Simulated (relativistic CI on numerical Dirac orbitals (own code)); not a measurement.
**As XIX: sensitivity of the levels to the model**

Base calculation: Dirac-Coulomb-Breit CI, KLI orbitals optimised for each configuration, model QED, unscaled Slater integrals.

Configuration list (outside the closed core [Ne]): 3s²3p³, 3s3p⁴, 3s²3p²3d, 3p⁵, 3s3p³3d, 3p⁴3d, 3s3p²3d², 3s²3p3d4p, 3s²3p²4s, 3p⁴4s, 3p⁴4p, 3s3p²3d4s, 3s²3p²4p, 3s²3p3d², 3s²3d³, 3s3p3d³, 3s²3d²4s, 3s²3d²4p, 3p³3d², 3p²3d³, 3p²3d²4s, 3p²3d²4p, 3s²3p3d4s, 3s3p3d²4s, 3s²3d4s², 3s²3d4s4p. Double excitations out of closed p, d and f shells are left out; levels of such configurations are missing from the list, as are those of other unlisted configurations, and high levels can miss mixing partners.

Variants: (1) non-relativistic limit; (2) only the first 3 configurations. Shifts of the energy above 3s²3p³ ⁴S°3/2, in cm⁻¹, for the lowest level and the first level of each name with at least 55 % of one term (blank where a level changes its place among those of its configuration and J or its character, or is not in the variant):

| Level | Base | Δ(1) | Δ(2) |
| --- | --- | --- | --- |
| 3s²3p³ ⁴S°3/2 | 0 | 0 | 0 |
| 3s²3p³ ²D°3/2 | 62937 | +4750 | +2665 |
| 3s²3p³ ²D°5/2 | 83547 | -15860 | +2206 |
| 3s²3p³ ²P°1/2 | 124522 | -17189 | +8777 |
| 3s²3p³ ²P°3/2 | 160777 | -53444 | +7972 |
| 3s3p⁴ ⁴P5/2 | 431167 | -40371 | -13732 |
| 3s3p⁴ ⁴P3/2 | 465133 | -74337 | -13379 |
| 3s3p⁴ ⁴P1/2 | 475551 | -84755 | -13080 |
| 3s3p⁴ ²D3/2 | 539234 | -57113 | -7678 |
| 3s3p⁴ ²D5/2 | 552328 | -70207 | -7968 |
| 3s²3p²3d ⁴F3/2 | 636835 |  | -10096 |
| 3s²3p²3d ⁴F5/2 | 650382 | -15401 | -9850 |
| 3s²3p²3d ²F5/2 | 671980 |  | -7146 |
| 3s²3p²3d ⁴F7/2 | 673379 | -38398 | -10269 |

At this charge energies of transitions that change n are usually good to better than 1 %, and those within a shell (Δn = 0) to a few per cent.

Ionisation energy from the two ground configurations alone: base 720.837 eV. The NIST ASD value (semi-empirical) is 728.9 eV.

LS names give the leading component of a level, which can be under half, so a name can repeat, a term be missing and a line seem to break the LS rules.
